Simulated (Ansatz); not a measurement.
The cluster As₅⁺, relaxed as a singlet with RKS PBE-D4/def2-SVP in Ansatz, starting from the GFN1-xTB geometry. Force threshold 0.02 eV/Å.

The structure comes from a short search, and lower isomers may exist.

Start:

```xyz
5

As   -1.133   -0.883   -1.059
As   -0.421    1.425   -0.982
As    0.173   -0.092    1.284
As    0.087   -2.172    0.319
As    1.295    1.723    0.438
```

Estimate the energy that the relaxation releases and the steps that it takes.

0.52 eV, in 12 steps; 21 s on 4 threads of Arm Neoverse V2 on a shared host. No frequencies were taken in this run, so the end may be a saddle point.

Does the start keep its bonding and symmetry?

Bonds lost: As1–As2 (atoms count from 1). The end is the same structure that another start reached. Point group Cs at the start, C2v at the end, both within 0.05 Å; within 0.015 Å the end is Cs.

Predict the relaxed structure.


```xyz
5

As   -1.365   -1.513   -0.819
As   -0.257    2.062   -0.711
As   -0.502    0.123    1.018
As    0.504   -2.139    0.199
As    1.620    1.467    0.312
```
Bond lengths: 6 × As–As 2.22 to 2.61 Å.
